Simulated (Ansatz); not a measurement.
Calculated with Ansatz (gas phase, PBE0-D4/def2-TZVP geometries, no zero-point term in ΔE). CCSD(T)/CBS adds triple-zeta CCSD(T) − MP2 to the extrapolated MP2 energy (def2 sets, frozen cores). DFT in def2-TZVPP. B3LYP here is the variant with VWN-RPA as its local correlation; programs differ in this. Each species was taken in one conformer, which may not be the lowest.

Reaction (redistribution): `F[SiH](Cl)[SiH2]Cl` + `C[Si@H](O)N[Si@@H](O)F` → `C[SiH2][SiH](F)Cl` + `O[Si@H](F)N[Si@H](O)Cl`

`F[SiH](Cl)[SiH2]Cl`:

```xyz
8

F    -1.778   -0.306    1.353
Si   -0.228   -0.004    1.135
Cl    0.848   -1.527    1.981
Si    0.262    0.021   -1.154
Cl   -0.739    1.595   -2.025
H     0.092    1.245    1.861
H     1.718    0.218   -1.355
H    -0.175   -1.242   -1.797
```

`C[Si@H](O)N[Si@@H](O)F`:

Z-matrix (Å, degrees):
```
C
Si 1 1.852
H 1 1.093 2 111.1
H 1 1.092 2 110.3 3 119.9
H 1 1.093 2 110.9 3 -120.9
O 2 1.644 1 107.4 3 -177.1
N 2 1.743 1 109.2 3 61.6
H 2 1.486 1 112.3 3 -57.0
H 6 0.961 2 114.1 1 -172.4
Si 7 1.690 2 125.0 1 -178.4
H 7 1.009 2 116.8 1 12.9
O 10 1.643 7 104.9 2 -20.6
F 10 1.598 7 114.4 2 95.9
H 10 1.476 7 112.2 2 -144.6
H 12 0.959 10 117.5 7 148.8
```

`C[SiH2][SiH](F)Cl`:

Cartesian coordinates in Å:
```
C 0.824 -1.378 -0.615
Si 0.359 -0.266 0.817
Si -1.084 1.425 0.087
F -2.444 0.788 -0.462
Cl -0.191 2.404 -1.484
H 1.294 -0.798 -1.411
H -0.061 -1.868 -1.025
H 1.525 -2.150 -0.290
H 1.554 0.410 1.395
H -0.315 -1.027 1.906
H -1.462 2.458 1.081
```

`O[Si@H](F)N[Si@H](O)Cl`:

```xyz
12

O    -1.057    0.773   -1.337
Si   -0.747    1.260    0.201
F     0.159    2.568    0.090
N     0.021   -0.039    0.977
Si    1.019   -1.289    0.329
O     1.032   -1.172   -1.287
Cl    0.252   -3.080    0.992
H    -1.179    1.456   -1.999
H    -1.952    1.670    0.945
H    -0.212   -0.142    1.956
H     2.409   -1.255    0.812
H     0.257   -0.749   -1.678
```

(1) Is it downhill or uphill in electronic energy at CCSD(T)/CBS, and by how much? (Estimate.)

(2) What do these levels give: B3LYP-D4, ωB97M-V, PBE, HF/def2-TZVPP, CCSD/def2-TZVPP, HF/def2-QZVPP? (Best estimate.)

Largest T1 diagnostic among the species: 0.011.

## Answers

(1) Ansatz gave: Downhill: ΔE = -18.8 kJ/mol.

(2) The calculation gave: B3LYP-D4 -20.0, ωB97M-V -19.4, PBE -19.6, HF/def2-TZVPP -15.0, CCSD/def2-TZVPP -18.5, HF/def2-QZVPP -14.6 kJ/mol.

In def2-TZVPP, CCSD(T) changes the Hartree–Fock value by −4.6 kJ/mol (the triples alone add −1.1 kJ/mol) and MP2 by −5.1 kJ/mol.
